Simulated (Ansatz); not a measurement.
# A rate constant, worked out

An elementary step of AlH$_{5}$O$_{3}$, closed shell (AlH₃O₂ ([OH][AlH][OH]) + H₂O → AlH₃O₃ ([OH][Al]([OH])[OH]) + H₂; Al–H, H–O broken or loosened, Al–O, H–H formed or tightened). The start structure is the complex of the reactants, bound by 0.88 eV, and the electronic barrier above it is 0.819 eV by CCSD(T) at an estimated basis limit (MP2 extrapolated from triple and quadruple zeta, plus CCSD(T) − MP2 in triple zeta). Ansatz 0.2.0; basis: def2-TZVPP and def2-QZVPP; cores frozen in the correlated methods. Extrapolation: Hartree–Fock as exp(−7.88 √X), correlation as X^−2.97. Harmonic wavenumbers at PBE0-D4/def2-TZVP (Ansatz 0.2.0), in cm⁻¹:

Start: 154, 184, 206, 236, 283, 313, 394, 517, 602, 612, 658, 711, 716, 788, 869, 1601, 1919, 3704, 3879, 3969, 3989.

Saddle: 1183i, 145, 191, 216, 234, 317, 380, 565, 573, 611, 665, 743, 815, 923, 1061, 1407, 1701, 1957, 3860, 3985, 3988.

(1) Work out the transition-state-theory rate constant at 600 K from these numbers alone (harmonic vibrations; rotation, path degeneracy and anharmonicity left out), and the Wigner tunnelling factor. Use 1 cm⁻¹ = 1.2398 × 10⁻⁴ eV and k_B = 8.617 × 10⁻⁵ eV/K.

The T1 diagnostic stays at or below 0.013.

## Answers

(1) Zero-point energies, half the sums: start 26304/2 cm⁻¹ = 1.6306 eV; saddle, real modes only, 24337/2 cm⁻¹ = 1.5087 eV.
Barrier with zero-point energy: 0.819 + 1.5087 − 1.6306 = 0.6971 eV.
k_BT = 0.05170 eV, so the barrier is 13.48 k_BT.
Vibrational partition functions from the zero-point level, ln q = −Σ ln(1 − exp(−hν/k_BT)): start 7.658, saddle 6.798.
k = (k_BT/h) exp(ln q‡ − ln q) exp(−E0/k_BT), with log₁₀(k_BT/h in s⁻¹) = 13.10: log₁₀ k = 13.10 + (-0.860 − 13.48)/2.3026 = 6.87, so k ≈ 7 × 10^(6) s⁻¹.
Wigner factor: 1 + (hν‡/k_BT)²/24 = 1 + (2.84)²/24 = 1.34. A change of 1 kcal/mol (0.043 eV) in the barrier would change k by a factor of 2.3 at this temperature.

The step is the kind of ligand exchange by which a precursor binds to a hydroxyl group, or is hydrolysed, in atomic layer deposition of oxides.

Labels in which every atom is bracketed show which atoms are joined, not bond orders.

For scale, one of the runs: CCSD(T)/def2-TZVPP, 205 basis functions, launched by `ansatz run in.yaml --threads 4 --pin off --events-out ev --progress --plain --max-ram 9574MiB`. Time: 50 s of wall clock on 4 CPU threads of an Arm Neoverse V2; the host was shared. Peak host memory: 2.7 GiB.
